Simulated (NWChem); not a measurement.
## Correlation energy of CF2

```xyz
3

F      1.1468     0.0000    -0.1647
C      0.0000     0.0000     0.4940
F     -1.1468     0.0000    -0.1647
```
Charge 0, spin multiplicity 3.

Everything below was run with NWChem. All single points use one geometry, from UPBE/def2-SVP, a minimum by its harmonic frequencies.

Basis set: STO-3G. Each correlation energy counts from its own Hartree-Fock reference.

The correlated methods keep 3 core orbitals frozen. This spin state was chosen for the runs; another may lie lower. The structure started from a generated list of species. The unpaired electrons of the parent sit in orbitals of symmetry a1 and b2 (C2v labels of the run); other states weren't searched. The stability of the SCF solutions was not checked. Open-shell Hartree-Fock references start from PBE0 orbitals. Coupled-cluster values serve here as a point of comparison, not as the truth.

Problem. Order these methods by the correlation energy they give, lowest first: UMP2, CCSD[T] on ROHF, CCSD on ROHF, CCSD on UHF.

Solution. CCSD[T] on ROHF (-88.2 mHa), CCSD on ROHF (-82.7 mHa), CCSD on UHF (-81.1 mHa), UMP2 (-62.4 mHa)
